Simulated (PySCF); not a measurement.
HgBr, SMILES [Br][Hg+], charge +1. Geometry: PBE0-D3(BJ)/def2-TZVP. The spin state was assumed, not searched. The def2 effective core potentials stand for the cores of Hg; spin–orbit coupling is left out.

Method: PBE0-D3(BJ)/def2-TZVP (PySCF 2.14.0).

Harmonic wavenumbers (cm⁻¹): 252. Rotational constants (GHz): 1.566 (linear); symmetry number 1.

Question: Work out the zero-point energy and the ideal-gas rigid-rotor harmonic-oscillator thermochemistry at 298.15 K and 1 atm.

Answer: ZPE = ½ Σ hcν = ½ × 252 cm⁻¹ = 1.51 kJ/mol. H − E(el) = 11.45 kJ/mol. Entropy in J/(mol K): translation 179.04, rotation 77.20, vibration 7.17, total 263.42. G − E(el) = -67.08 kJ/mol. Cp = 36.46 J/(mol K).
